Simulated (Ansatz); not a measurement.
Cd(OH)2 (CdO2H2), relaxed as a singlet with RKS PBE0-D4/def2-TZVP in Ansatz, starting from the GFN1-xTB geometry. Force threshold 0.02 eV/Å.

In the def2 sets Cd takes a core potential; there is no spin–orbit coupling.

Start:

```csv
atom,x (Å),y (Å),z (Å)
Cd1,-0.006,0.002,0.016
O2,-1.906,-0.125,-0.155
H3,-2.175,0.195,-1.020
O4,1.899,0.117,0.148
H5,2.188,-0.190,1.011
```

| step | energy (eV) | largest force component (eV/Å) | SCF passes |
| --- | --- | --- | --- |
| 1 | -8689.0548 | 0.878 | 18 |
| 2 | -8689.1070 | 0.197 | 21 |
| 3 | -8689.1098 | 0.069 | 21 |
| 4 (rejected) | -8689.1085 | 0.251 | 23 |
| 5 | -8689.1100 | 0.008 | 22 |
| 6 | -8689.1108 | 0.156 | 21 |
| 7 (rejected) | -8689.0857 | 1.117 | 27 |
| 8 | -8689.1142 | 0.050 | 20 |
| 9 | -8689.1165 | 0.266 | 21 |
| 10 | -8689.1227 | 0.060 | 28 |
| 11 | -8689.1232 | 0.003 | 20 |

Force components are those of the run's own axes.

End:

```xyz
5

Cd    0.015   -0.162   -0.064
O    -1.909   -0.313   -0.389
H    -2.275    0.476   -0.795
O     1.955   -0.176    0.196
H     2.213    0.174    1.052
```

By distances, no bond broke or formed. The bond that changes most is Cd1–O2, from 1.91 to 1.96 Å (atoms count from 1).

The force fell under the threshold at step 5, but the optimiser went on and released 0.013 eV more. No frequencies were taken in this run, so the end may be a saddle point.

Hardware: 4 threads of Arm Neoverse V1 on a shared host. Wall time 8 s.
